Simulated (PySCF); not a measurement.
# Mn⁺ (manganese, charge +1): PBE calculation

Configuration: [Ar] 3d4 4s1 4p1, one real determinant (an excited configuration). Computed with PySCF 2.14 in x2c-TZVPPall with one added diffuse shell each of s, p, d, f type (7s6p5d3f1g, 80 functions), with scalar relativity by spin-free X2C-1e.

```json
{
 "Total energy": "-1157.637 hartree",
 "One-electron energy": "-1580.037 hartree",
 "Hartree (Coulomb) energy": "474.237 hartree",
 "Exchange-correlation energy": "-51.837 hartree",
 "⟨S²⟩": "12.0004",
 "⟨L²⟩": "8.007",
 "Sum of ⟨r⟩": "19.26 bohr",
 "Sum of ⟨r²⟩": "32.77 bohr²",
 "Traceless quadrupole moment −½Σ⟨3z² − r²⟩ along its main axis": "-4.27 e·bohr²",
 "Langevin diamagnetic susceptibility": "-26.0 ×10⁻⁶ cm³/mol"
}
```

```
shell  electrons  mean orbital energy (eV)  spread (eV)  rms radius, mean of both spins (bohr)
 1s α          1                   -6440.6            0                                 0.0703
 1s β          1                   -6440.5            0                                 0.0703
 2s α          1                   -760.90            0                                  0.303
 2s β          1                   -759.00            0                                  0.303
 2p α          3                   -646.99        0.479                                  0.274
 2p β          3                   -645.50        0.792                                  0.274
 3s α          1                   -103.34            0                                  0.907
 3s β          1                   -98.613            0                                  0.907
 3p α          3                   -71.833        0.355                                  0.968
 3p β          3                   -67.170        1.464                                  0.968
 3d α          4                   -23.129        0.611                                   1.21
 4s α          1                   -15.051            0                                   2.81
 4p α          1                    -9.891            0                                   3.32
```

⟨L²⟩ = 8.01 against 12 for a pure F term, so this real determinant mixes terms.

Densities and radii are taken from the X2C orbitals without a picture-change correction, which distorts them close to the nucleus.
